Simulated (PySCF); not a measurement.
**Spinor energies of Cd¹⁸⁺ (cadmium, charge +18)**

Start: [Ar] 3d10 4s2. Calculated with PySCF 2.14 in an uncontracted even-tempered set (18 s from 1 bohr⁻², ratio 2.8; 13 p from 1.4 bohr⁻², ratio 2.8; 8 d from 2.4 bohr⁻², ratio 2.8; 4 f from 6.6 bohr⁻², ratio 3): generalised Hartree-Fock with the X2C-1e Hamiltonian and a Gaussian nucleus; one run each with spin-orbit coupling (SO) switched off, then screened by Boettger's factors.

```json
{"spinor shell": "1s1/2", "electrons": "2", "ε, spin-free (eV)": "-27341.4", "ε, screened SO (eV)": "-27339.5", "weight of nominal j (screened SO)": "1.000", "rms radius, screened SO (bohr)": "0.0348"}
{"spinor shell": "2s1/2", "electrons": "2", "ε, spin-free (eV)": "-4558.6", "ε, screened SO (eV)": "-4558.1", "weight of nominal j (screened SO)": "1.000", "rms radius, screened SO (bohr)": "0.142"}
{"spinor shell": "2p1/2", "electrons": "2", "ε, spin-free (eV)": "-4133.9", "ε, screened SO (eV)": "-4267.7", "weight of nominal j (screened SO)": "1.000", "rms radius, screened SO (bohr)": "0.123"}
{"spinor shell": "2p3/2", "electrons": "4", "ε, spin-free (eV)": "-4133.9", "ε, screened SO (eV)": "-4072.6", "weight of nominal j (screened SO)": "1.000", "rms radius, screened SO (bohr)": "0.128"}
{"spinor shell": "3s1/2", "electrons": "2", "ε, spin-free (eV)": "-1258.0", "ε, screened SO (eV)": "-1257.8", "weight of nominal j (screened SO)": "1.000", "rms radius, screened SO (bohr)": "0.377"}
{"spinor shell": "3p1/2", "electrons": "2", "ε, spin-free (eV)": "-1113.9", "ε, screened SO (eV)": "-1139.3", "weight of nominal j (screened SO)": "1.000", "rms radius, screened SO (bohr)": "0.371"}
{"spinor shell": "3p3/2", "electrons": "4", "ε, spin-free (eV)": "-1113.9", "ε, screened SO (eV)": "-1102.3", "weight of nominal j (screened SO)": "1.000", "rms radius, screened SO (bohr)": "0.382"}
{"spinor shell": "3d3/2", "electrons": "4", "ε, spin-free (eV)": "-893.91", "ε, screened SO (eV)": "-898.33", "weight of nominal j (screened SO)": "1.000", "rms radius, screened SO (bohr)": "0.354"}
{"spinor shell": "3d5/2", "electrons": "6", "ε, spin-free (eV)": "-893.91", "ε, screened SO (eV)": "-890.89", "weight of nominal j (screened SO)": "1.000", "rms radius, screened SO (bohr)": "0.357"}
{"spinor shell": "4s1/2", "electrons": "2", "ε, spin-free (eV)": "-512.25", "ε, screened SO (eV)": "-512.24", "weight of nominal j (screened SO)": "1.000", "rms radius, screened SO (bohr)": "0.827"}
```

| quantity | spin-free | screened SO |
| --- | --- | --- |
| E (hartree) | -5462.27608 | -5463.38225 |
| M_J | 0 | 0 |
| ⟨J²⟩ | 0.000 | 0.000 |
| ⟨L²⟩ | 0.000 | 0.010 |
| ⟨S²⟩ | 0.000 | 0.010 |

Breit and QED terms are absent; they matter most for the inner s and p1/2 levels.

Densities and radii are taken from the X2C orbitals without a picture-change correction, which distorts them close to the nucleus.

Without spin-orbit coupling the j labels of p, d and f shells carry no meaning; the spin-free column gives the mean over the occupied spinors of each nl shell.
